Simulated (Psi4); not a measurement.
C$_{2}$H$_{6}$I$_{2}$Sn (SMILES [CH3][Sn]([CH3])([I])[I]), singlet, geometry from GFN2-xTB (such geometries of metal compounds can be far from the true shape) (core potentials on I, Sn); Psi4 with CAM-B3LYP/def2-TZVPPD.

Psi4 was given this input:
```
memory 2 GB

molecule {
0 1
  C    -1.84115578   -2.02100864    0.22194448
  Sn    0.01160716   -0.84568733   -0.05543269
  C     1.89523938   -1.92366215   -0.48081339
  I    -0.41721814    0.87892264   -2.09649991
  I     0.39680971    0.60889548    2.19408676
  H    -1.71625218   -2.67919793    1.07269329
  H    -2.02756657   -2.60017998   -0.67382469
  H    -2.66617154   -1.34091303    0.39974894
  H     2.69318659   -1.20128253   -0.60826305
  H     2.12102034   -2.57922322    0.35096195
  H     1.77257045   -2.50117278   -1.38857141
}

set basis def2-tzvppd

energy('cam-b3lyp')
print_variables()
```

It wrote (shortened):

```
   => Loading Basis Set <=

    Name: DEF2-TZVPPD
    Role: ORBITAL
    Keyword: BASIS

    !!!  WARNING: ECP capability is in beta. Please check occupations closely.  !!!

         ---------------------------------------------------------
                                   SCF
               by Justin Turney, Rob Parrish, Andy Simmonett
                          and Daniel G. A. Smith
                              RKS Reference
         ---------------------------------------------------------

  ==> Geometry <==

    Molecular point group: c1
    Full point group: C1

    Geometry (in Angstrom), charge = 0, multiplicity = 1:

       Center              X                  Y                   Z               Mass
    ------------   -----------------  -----------------  -----------------  -----------------
         C           -1.840236855173    -2.088058745152     0.217542353028    12.000000000000
         SN           0.012526084827    -0.912737435152    -0.059834816972   119.902201630000
         C            1.896158304827    -1.990712255152    -0.485215516972    12.000000000000
         I           -0.416299215173     0.811872534848    -2.100902036972   126.904471900000
         I            0.397728634827     0.541845374848     2.189684633028   126.904471900000
         H           -1.715333255173    -2.746248035152     1.068291163028     1.007825032230
         H           -2.026647645173    -2.667230085152    -0.678226816972     1.007825032230
         H           -2.665252615173    -1.407963135152     0.395346813028     1.007825032230
         H            2.694105514827    -1.268332635152    -0.612665176972     1.007825032230
         H            2.121939264827    -2.646273325152     0.346559823028     1.007825032230
         H            1.773489374827    -2.568222885152    -1.392973536972     1.007825032230

  Running in c1 symmetry.

  Rotational constants: A =      0.03613  B =      0.01263  C =      0.01075 [cm^-1]
  Rotational constants: A =   1083.06497  B =    378.57298  C =    322.39760 [MHz]
  Nuclear repulsion =  525.751677580585465

  Charge       = 0
  Multiplicity = 1
  Electrons    = 90
  Nalpha       = 45
  Nbeta        = 45

  ==> Algorithm <==

  SCF Algorithm Type is DF.
  DIIS enabled.
  MOM disabled.
  Fractional occupation disabled.
  Guess Type is SAD.
  Energy threshold   = 1.00e-06
  Density threshold  = 1.00e-06
  Integral threshold = 1.00e-12

  ==> Primary Basis <==

  Basis Set: DEF2-TZVPPD
    Blend: DEF2-TZVPPD
    Number of shells: 124
    Number of basis functions: 350
    Number of Cartesian functions: 398
    Spherical Harmonics?: true
    Max angular momentum: 3

  Core potential: DEF2-TZVPPD
    Number of shells: 12
    Number of ECP primitives: 76
    Number of ECP core electrons: 84
    Max angular momentum: 3

  ==> DFT Potential <==

   => LibXC <=

    Version 7.1.2
    S. Lehtola, C. Steigemann, M. J. T. Oliveira, and M. A. L. Marques,  SoftwareX 7, 1–5 (2018) (10.1016/j.softx.2017.11.002)

   => Composite Functional: CAM-B3LYP <=

    CAM-B3LYP Hyb-GGA Exchange-Correlation Functional

    T. Yanai, D. P. Tew, and N. C. Handy,  Chem. Phys. Lett. 393, 51 (2004) (10.1016/j.cplett.2004.06.011)

    Deriv               =              1
    GGA                 =           TRUE
    Meta                =          FALSE

    Exchange Hybrid     =           TRUE
    MP2 Hybrid          =          FALSE

   => Exchange Functionals <=

    0.3500         Becke 88 [omega = 0.3300]
    0.4600   Short-range recipe for B88 functional - erf [omega = 0.3300]

   => Exact (HF) Exchange <=

    0.4600            HF,LR [omega = 0.3300]
    0.1900               HF

   => Correlation Functionals <=

    0.1900   Vosko, Wilk & Nusair (VWN5)
    0.8100   Lee, Yang & Parr

   => LibXC Density Thresholds  <==

    XC_HYB_GGA_XC_CAM_B3LYP:  1.00E-14

   => Molecular Quadrature <=

    Radial Scheme          =       TREUTLER
    Pruning Scheme         =           NONE
    Nuclear Scheme         =       TREUTLER

    Blocking Scheme        =         OCTREE
    BS radius alpha        =              1
    Pruning alpha          =              1
    Radial Points          =             75
    Spherical Points       =            302
    Total Points           =         237622
    Total Blocks           =           1829
    Max Points             =            256
    Max Functions          =            313
    Weights Tolerance      =       1.00E-15

   => Loading Basis Set <=

    Name: (DEF2-TZVPPD AUX)
    Role: JKFIT
    Keyword: DF_BASIS_SCF

  ==> Integral Setup <==

  ==> DiskDFJK: Density-Fitted J/K Matrices <==

    J tasked:                  Yes
    K tasked:                  Yes
    wK tasked:                 Yes
    Omega:               3.300E-01
    Integrals threads:           1
    Algorithm:                Disk
    Integral Cache:           NONE
    Schwarz Cutoff:          1E-12
    Fitting Condition:       1E-10

   => Auxiliary Basis Set <=

  Basis Set: (DEF2-TZVPPD AUX)
    Blend: DEF2-UNIVERSAL-JKFIT
    Number of shells: 224
    Number of basis functions: 912
    Number of Cartesian functions: 1225
    Spherical Harmonics?: true
    Max angular momentum: 5

  Minimum eigenvalue in the overlap matrix is 2.8814639564E-05.
  Reciprocal condition number of the overlap matrix is 2.6022079545E-06.
    Using symmetric orthogonalization.

  ==> Pre-Iterations <==

  SCF Guess: Superposition of Atomic Densities via on-the-fly atomic UHF (no occupation information).

   -------------------------
    Irrep   Nso     Nmo
   -------------------------
     A        350     350
   -------------------------
    Total     350     350
   -------------------------

  ==> Iterations <==

                           Total Energy        Delta E     RMS |[F,P]|

   @DF-RKS iter SAD:  -883.71638954264745   -8.83716e+02   0.00000e+00
   @DF-RKS iter   1:  -888.45380934719935   -4.73742e+00   4.55270e-03 DIIS/ADIIS
   @DF-RKS iter   2:  -888.91305334037895   -4.59244e-01   4.15795e-03 DIIS/ADIIS
   @DF-RKS iter   3:  -889.60984943177027   -6.96796e-01   4.18616e-04 DIIS/ADIIS
   @DF-RKS iter   4:  -889.61461371426731   -4.76428e-03   2.85551e-04 DIIS/ADIIS
   @DF-RKS iter   5:  -889.61775951830361   -3.14580e-03   2.73053e-05 DIIS
   @DF-RKS iter   6:  -889.61779686119655   -3.73429e-05   1.22235e-05 DIIS
   @DF-RKS iter   7:  -889.61780529068801   -8.42949e-06   2.50002e-06 DIIS
   @DF-RKS iter   8:  -889.61780588261865   -5.91931e-07   9.60438e-07 DIIS
  Energy and wave function converged.

  ==> Post-Iterations <==

   Electrons on quadrature grid:
      Ntotal   =   89.9999453168 ; deviation = -5.468e-05

    Orbital Energies [Eh]
    ---------------------

    Doubly Occupied:

[...]
    Virtual:

[...]
    Final Occupation by Irrep:
              A
    DOCC [    45 ]
    NA   [    45 ]
    NB   [    45 ]

  @DF-RKS Final Energy:  -889.61780588261865

   => Energetics <=

    Nuclear Repulsion Energy =            525.7516775805854650
    One-Electron Energy =               -2567.7262618639570064
    Two-Electron Energy =                1207.1600900799753617
    DFT Exchange-Correlation Energy =     -54.8033116792224035
    Empirical Dispersion Energy =           0.0000000000000000
    VV10 Nonlocal Energy =                  0.0000000000000000
    Total Energy =                       -889.6178058826185406

Computation Completed

Properties will be evaluated at   0.000000,   0.000000,   0.000000 [a0]

Properties computed using the SCF density matrix

 Multipole Moments:

 ------------------------------------------------------------------------------------
     Multipole            Electronic (a.u.)      Nuclear  (a.u.)        Total (a.u.)
 ------------------------------------------------------------------------------------

 L = 1.  Multiply by 2.5417464519 to convert [e a0] to [Debye]
 Dipole X            :         -0.6052072            0.6219820            0.0167748
 Dipole Y            :         44.1628636          -45.3802081           -1.2173444
 Dipole Z            :          2.8993054           -2.9791680           -0.0798625
 Magnitude           :                                                    1.2200766

 ------------------------------------------------------------------------------------

  Variable Map:
  ----------------------------------------------------------------------------
[...]
  Array Variable Map:
  ----------------------------------------------------------------------------
[...]
[...]
```
